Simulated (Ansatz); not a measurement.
Consider the redistribution: `C[SiH2]C` + `C[Si](C)(C)[N]([GeH3])c1ccccc1` → `C[SiH2][N]([GeH3])c1ccccc1` + `C[Si](C)(C)C`.

Isolated molecules relaxed with PBE0-D4/def2-TZVP in Ansatz; ΔE leaves out vibrations. CBS: MP2 limit from def2 TZ/QZ plus the TZ coupled-cluster correction, frozen cores. DFT in def2-TZVPP. For Ge outer-core shells are correlated without core-valence functions, which leaves a few kJ/mol of doubt a bond. Scalar relativity is left out up to krypton. One conformer a species, not always the lowest.

`C[SiH2]C`:

Z-matrix (Å, degrees):
```
C
Si 1 1.872
H 1 1.093 2 110.9
H 1 1.092 2 111.0 3 120.0
H 1 1.093 2 110.9 3 -120.0
C 2 1.872 1 111.5 3 60.0
H 2 1.491 1 109.5 3 -178.7
H 2 1.491 1 109.5 3 -61.3
H 6 1.092 2 111.0 1 -180.0
H 6 1.093 2 110.9 1 -60.0
H 6 1.093 2 110.9 1 60.0
```

`C[Si](C)(C)[N]([GeH3])c1ccccc1`:

Cartesian coordinates in Å:
```
C -2.919 0.882 -0.721
Si -1.247 0.988 0.117
C -1.405 0.381 1.877
C -0.689 2.776 0.088
N -0.150 -0.062 -0.758
Ge -0.376 -0.407 -2.564
C 0.929 -0.701 -0.123
C 1.202 -2.051 -0.353
C 2.267 -2.680 0.271
C 3.078 -1.984 1.154
C 2.814 -0.643 1.393
C 1.763 -0.006 0.757
H -3.269 -0.151 -0.788
H -3.651 1.443 -0.132
H -2.916 1.309 -1.726
H -2.155 0.976 2.406
H -1.727 -0.663 1.896
H -0.468 0.451 2.431
H -1.442 3.421 0.552
H -0.544 3.118 -0.940
H 0.251 2.926 0.624
H 1.009 -0.723 -3.143
H -1.329 -1.595 -2.806
H -0.977 0.851 -3.212
H 0.556 -2.620 -1.014
H 2.455 -3.730 0.073
H 3.907 -2.478 1.646
H 3.444 -0.079 2.072
H 1.592 1.051 0.924
```

`C[SiH2][N]([GeH3])c1ccccc1`:

Z-matrix (Å, degrees):
```
C
Si 1 1.864
H 1 1.092 2 111.4
H 1 1.092 2 110.6 3 -120.3
H 1 1.093 2 110.1 3 120.0
N 2 1.742 1 111.9 3 60.0
H 2 1.486 1 110.7 3 177.0
H 2 1.492 1 109.2 3 -64.6
C 6 1.402 2 120.5 1 -52.8
Ge 6 1.857 2 121.1 1 125.5
C 9 1.399 6 120.7 2 -29.3
C 9 1.397 6 121.5 2 150.5
H 10 1.536 6 107.7 2 140.3
H 10 1.542 6 111.1 2 -99.8
H 10 1.532 6 106.8 2 20.0
C 11 1.384 9 121.0 6 179.3
H 11 1.085 9 119.6 6 -2.3
C 12 1.385 9 121.0 6 -179.9
H 12 1.085 9 119.9 6 -1.3
C 16 1.387 11 120.7 9 0.6
H 16 1.084 11 119.2 9 179.9
H 18 1.084 12 119.2 9 -180.0
H 20 1.083 16 120.6 11 179.6
```

`C[Si](C)(C)C`:

Cartesian coordinates in Å:
```
C -1.851 0.257 -0.166
Si 0.000 0.000 0.000
C 0.503 0.221 1.793
C 0.904 1.254 -1.062
C 0.444 -1.733 -0.565
H -2.406 -0.461 0.444
H -2.175 0.134 -1.203
H -2.140 1.261 0.155
H 1.580 0.080 1.922
H -0.006 -0.499 2.439
H 0.254 1.224 2.153
H 1.987 1.129 -0.987
H 0.665 2.276 -0.756
H 0.629 1.150 -2.116
H 0.162 -1.892 -1.609
H 1.519 -1.913 -0.479
H -0.069 -2.488 0.038
```

(1) Is it downhill or uphill in electronic energy at CCSD(T)/CBS, and by how much? (An estimate is asked.)

(2) What do these levels give: PBE-QIDH, PBE0, HF/def2-SVP, HF/def2-TZVPP, MP2/def2-QZVPP, MP2/CBS(def2)? (Best estimate.)

Largest T1 diagnostic among the species: 0.011.

Results:

(1) The calculation gave: Uphill: ΔE = +3.0 kJ/mol.

(2) Ansatz gave: PBE-QIDH 0.8, PBE0 -2.7, HF/def2-SVP -1.3, HF/def2-TZVPP -3.0, MP2/def2-QZVPP 4.3, MP2/CBS(def2) 3.8 kJ/mol.

Leaving LDA and LC-ωPBE aside and taking each functional with its dispersion term where it has one, the values, not all of them listed here, spread over 5.4 kJ/mol, from B2PLYP to BLYP-D4. LDA lies +3.4 kJ/mol from PBE without D4. In def2-TZVPP, CCSD(T) changes the Hartree–Fock value by +7.4 kJ/mol (the triples alone add +1.2 kJ/mol) and MP2 by +8.2 kJ/mol. The D4 term adds +8.4 kJ/mol with B3LYP and +5.4 kJ/mol with PBE0; it sums over pairs of atoms, weighted by their polarisabilities, and B3LYP, whose exchange is more repulsive, gets the larger term.

B3LYP here is the variant with VWN-RPA as its local correlation; programs differ in this.
